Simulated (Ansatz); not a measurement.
A run for Ansatz (a quantum-chemistry and plane-wave program): R-PBE/def2-TZVPP on FHSe (SMILES F[SeH]), atoms moved off the minimum.

Ansatz 0.2 input:
```yaml
crystal:
  periodic: [false, false, false]
  atoms:
    - {symbol: Se, position_ang: [-0.11405238, -0.22048950, 0.27550010]}
    - {symbol: H, position_ang: [-0.87661152, -0.94353796, -0.70896701]}
    - {symbol: F, position_ang: [0.52056135, 0.94595427, -0.90127742]}
basis:
  gaussian:
    orbitals: def2-TZVPP
hamiltonian:
  xc: {name: PBE}
scf: {lower_state_search: off}
output: {forces: true}
```

Question: Predict the final total energy.

Answer: -2501.5589 hartree.
